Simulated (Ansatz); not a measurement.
Ideal-gas functions of C$_{2}$H$_{3}$O$_{3}$Si (`[C]#C[Si](O)(O)O`) radical at 800 K and 1 bar, from an Ansatz frequency run at PBE0-D4/def2-TZVP.

Molar mass 103.13 g/mol, point group C3 (symmetry number 3), electronic degeneracy 2, moments of inertia 127.184, 220.22, 220.275 u Å². Harmonic wavenumbers (cm⁻¹, unscaled): 92, 94, 155, 156, 258, 305, 305, 360, 360, 361, 614, 807, 807, 825, 853, 1006, 1007, 2160, 3929, 3929, 3931.

Use S(trans) = R[1.5 ln M + 2.5 ln T − 1.1517]; rotational temperatures θ = 24.2544 K / I; S(rot) = R[ln(√π/σ · √(T³/θAθBθC)) + 1.5]; for each mode x = 1.438777 ν̃/T, S = R[x/(eˣ − 1) − ln(1 − e⁻ˣ)] and H = RT x/(eˣ − 1); 1 cm⁻¹ = 0.0119627 kJ/mol; R = 8.31446 J/(mol·K).

Q: By hand: the entropy, in J/(mol·K).

A: Translation 187.2. Rotation: θ = 0.1907, 0.1101, 0.1101 K, giving 116.7. Vibration, mode by mode: 23.28, 23.10, 18.96, 18.91, 14.77, 13.41, 13.41, 12.07, 12.07, 12.05, 7.90, 5.91, 5.91, 5.76, 5.53, 4.43, 4.43, 0.85, 0.06, 0.06, 0.06, in all 202.9. Electronic 5.8. Sum 512.6 J/(mol·K).

Q: By hand: H − E and G − E in kJ/mol, counted from the electronic energy.

A: Zero-point energy ½ × 22314 × 0.0119627 = 133.5; thermal vibration 73.8; translation, rotation and pV give 4 RT = 26.6. H − E = 233.9 kJ/mol, and G − E = 233.9 − 800 × 512.6/1000 = -176.2 kJ/mol.

Vibration gives 40 % of the entropy, 46.4 J/(mol·K) of it from the modes under 150 cm⁻¹: soft modes count most, and the harmonic formula is weakest for them. The sum counts one conformer and one mirror image; others add a mixing term.
